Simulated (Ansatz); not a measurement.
Input and output for `[O]=[W]([Cl])([Cl])([Cl])[Cl]`.

```yaml
crystal:
  periodic: [false, false, false]
  atoms:
    - {symbol: O, position_ang: [-1.731645, -0.141220, 0.210475]}
    - {symbol: W, position_ang: [-0.081611, -0.017343, 0.003413]}
    - {symbol: Cl, position_ang: [0.787940, -1.019266, 1.866372]}
    - {symbol: Cl, position_ang: [0.474312, -1.929757, -1.121557]}
    - {symbol: Cl, position_ang: [0.146701, 1.067050, -1.997241]}
    - {symbol: Cl, position_ang: [0.446403, 1.976438, 0.992338]}
basis:
  gaussian: {orbitals: "6-311G**"}
hamiltonian: {xc: {name: PBE}, dispersion: d3bjatm, pseudopotentials: {relativity: none}}
accuracy: high
```

```sh
$ ansatz run in.yaml --threads 2 --pin off --events-out ev --progress --plain --max-ram 32768MiB --backend cpu
```

Output, abridged:

```
Error: <dir> can't be read: No such file or directory (os error 2)
```
